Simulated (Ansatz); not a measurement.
Molecule: sum formula H₃BNO, net charge 0, doublet state. It need not be the lowest isomer of its formula. 
Coordinates optimised at B3LYP-D3(BJ)/def2-TZVP (Ansatz, a first-principles code):
SMILES: N[B]O
```xyz
6

N     -1.1987    -0.0602    -0.0307
B      0.0683     0.2387     0.4729
O      1.2733     0.0016    -0.0924
H     -2.0408     0.1587     0.4711
H     -1.3644    -0.5115    -0.9221
H      1.2688    -0.4316    -0.9596
```
Charge 0, spin multiplicity 2.

Total electronic energies in hartree. Valence correlation only, unless marked. UHF or UKS for open shells. No spin-orbit coupling. No relativistic terms. CBS marks a two-point X^-3 extrapolation of the correlation energy; Hartree-Fock from the larger set (for Q and 5 zeta extrapolated as (X+1)exp(-9√X)).

```csv
level,program,energy (Eh)
HF/cc-pV5Z,Ansatz,-155.85450
wB97M-V/def2-TZVPD,Ansatz,-156.65326
B2PLYP-D4/def2-TZVPD,Ansatz + dftd4,-156.59709
MP2/6-31G*,Ansatz,-156.16208
MP2/cc-pVQZ,Ansatz,-156.42149
RI-MP2/cc-pVQZ,Ansatz,-156.42128
SCS-MP2/STO-3G,Ansatz,-153.81521
SCS-MP2/cc-pV5Z,Ansatz,-156.43591
"CCSD(T)/CBS(cc-pVQZ,cc-pV5Z)",Ansatz,-156.4831
```

Totals of different functionals don't rank their quality; only differences between species are comparable.
